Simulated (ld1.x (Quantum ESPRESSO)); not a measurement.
Before and after: TM potential for tantalum

- Element: Ta (Z = 73)
- Generator: ld1.x (Quantum ESPRESSO) 7.5
- Type: norm-conserving Troullier–Martins (Kleinman–Bylander form)
- Functional: PBE
- Relativity: scalar-relativistic
- Frozen core: [Xe] 4f14
- Valence charge: 5
- Reference configuration: 5d3.5 6s1.5 6p0
- Partial waves: 6s (bound): rc 2.70 bohr; 6p (bound, empty): rc 3.05 bohr; 5d (bound): rc 2.55 bohr
- Local potential: all-electron potential smoothed inside 2.85 bohr (lloc = -1)
- Core correction: Bessel-smoothed model core inside 1.25 bohr

Change: local potential all-electron potential smoothed inside 1.98 bohr (lloc = -1).

Cutoffs: the cutoffs (Ry, on a coarse ladder) from which the occupation-weighted sum of valence levels, in a spherical-Bessel basis at the reference potential, stays within 10 and 1 mRy of its value at 400 Ry; they do not see the model core or the augmentation charge, which bear on the density cutoff. Errors are all-electron minus pseudo energies relative to the spin-unpolarised reference configuration.

Problem. Predict the effect on cutoff, ghosts and configuration errors.

Solution. The potential gets neither clearly harder nor softer (25 Ry and 30 Ry → 25 Ry and 30 Ry); a bound ghost appears in p, s, which as a rule spoils a file; the number of tests that count goes from 7 to 6; of the 6 tests that both files solve, the error grows in 3 and shrinks in 1 by more than 15 % and 0.3 meV (median size 27.0 → 23.7 meV); the range in which the s phases agree widens (upper end 0.7 → 1.9); the range in which the p phases agree widens (upper end 0.4 → 3.4). In the separable form a ghost depends on how the local part lies against the semilocal potential of the channel, so the choice of the local part can create or remove one.

```csv
quantity,base,changed
"cutoff, loose",25 Ry,25 Ry
"cutoff, tight",30 Ry,30 Ry
bound ghosts,none,"s, p"
"tests counted (converged, no solver errors)",7 of 7,6 of 7
"error for 5d3 6s2 6p0, meV [ΔE -0.99 eV]",-9.6,-10
"error for 5d3 6s1 6p0, meV [ΔE 7.48 eV]",-5.4,-6.8
"error for 5d3 6s0 6p0, meV [ΔE 22.45 eV]",-44,-37
"error for 5d3 6s1.5 6p0, meV [ΔE 2.47 eV]",-4.4,-5.6
"error for 5d2 6s2 6p0, meV [ΔE 6.69 eV]",-80,-116
"error for 5d2 6s0 6p0, meV [ΔE 46.05 eV]",-271,-235
s: phases at 3.29 bohr within 0.05 rad from the reference energy up to (Ry; the scan ends near 5),0.7,1.9
p: phases at 3.29 bohr within 0.05 rad from the reference energy up to (Ry; the scan ends near 5),0.4,3.4
d: phases at 3.29 bohr within 0.05 rad from the reference energy up to (Ry; the scan ends near 5),1.2,to the end of the scan
```

Changed file: Tests not counted: 5d3 6s0 6p1 (solver errors, printed error -2.6 eV). A true bound ghost makes a file unfit for plane-wave use even where its test errors are small: the radial tests pick states by their node count and pass the ghost by. Where a test does run into it, the solver fails or the error is huge.
